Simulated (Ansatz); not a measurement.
Reaction (formal exchange of groups at a Te–C bond): `[SiH3]OC[TeH]` + CH₃SH → `SC[TeH]` + `CO[SiH3]`

Gas-phase electronic energies from Ansatz, PBE0-D4/def2-TZVP geometries. CCSD(T)/CBS adds triple-zeta CCSD(T) − MP2 to the extrapolated MP2 energy (def2 sets, frozen cores). This one scheme is used for every species. DFT in def2-TZVPP. B3LYP here is the variant with VWN-RPA as its local correlation; programs differ in this. Elements past krypton have def2 core potentials. For Te outer-core shells are correlated without core-valence functions, which leaves a few kJ/mol of doubt a bond. One conformer a species, not always the lowest.

`[SiH3]OC[TeH]`:

```xyz
10

Si   -0.909    0.853    0.872
O     0.519    0.022    0.934
C     1.199   -0.449   -0.179
Te    0.266   -2.111   -1.229
H    -1.074    1.457    2.212
H    -2.052   -0.043    0.561
H    -0.825    1.904   -0.180
H     2.163   -0.843    0.139
H     1.358    0.326   -0.934
H    -0.645   -1.118   -2.196
```

CH₃SH:

Z-matrix (Å, degrees):
```
C
S 1 1.806
H 1 1.089 2 111.5
H 1 1.089 2 111.5 3 -123.8
H 1 1.090 2 106.2 3 118.1
H 2 1.342 1 97.1 3 61.9
```

`SC[TeH]`:

Cartesian coordinates in Å:
```
S -1.399 0.434 -1.162
C 0.157 -0.108 -0.453
Te 0.527 0.860 1.438
H -2.194 -0.050 -0.194
H 0.185 -1.186 -0.315
H 0.932 0.190 -1.157
H 1.792 -0.140 1.843
```

`CO[SiH3]`:

```xyz
9

C    -1.229   -0.372   -0.452
O    -0.172   -0.644    0.438
Si    1.184    0.280    0.501
H    -1.661    0.620   -0.273
H    -2.008   -1.120   -0.297
H    -0.899   -0.425   -1.496
H     2.047   -0.311    1.549
H     0.849    1.692    0.841
H     1.889    0.281   -0.811
```

Task: Is it downhill or uphill in electronic energy at CCSD(T)/CBS, and by how much? (Best estimate.)

Result: Computed: Uphill: ΔE = +0.04 eV.

Task: What do these levels give: PBE0-D4, ωB97M-V, B2PLYP, PBE, r2SCAN, PBE0, B3LYP, CCSD/def2-TZVPP, HF/def2-QZVPP, SCS-MP2/def2-QZVPP, HF/CBS(def2), MP2/CBS(def2)? (Estimate.)

Result: Computed: PBE0-D4 0.08, ωB97M-V 0.06, B2PLYP 0.04, PBE 0.09, r2SCAN 0.09, PBE0 0.06, B3LYP 0.06, CCSD/def2-TZVPP 0.04, HF/def2-QZVPP -0.01, SCS-MP2/def2-QZVPP 0.01, HF/CBS(def2) -0.01, MP2/CBS(def2) 0.02 eV.

Largest T1 diagnostic among the species: 0.012.

In def2-TZVPP, CCSD(T) changes the Hartree–Fock value by +0.06 eV (the triples alone add +0.01 eV) and MP2 by +0.04 eV.
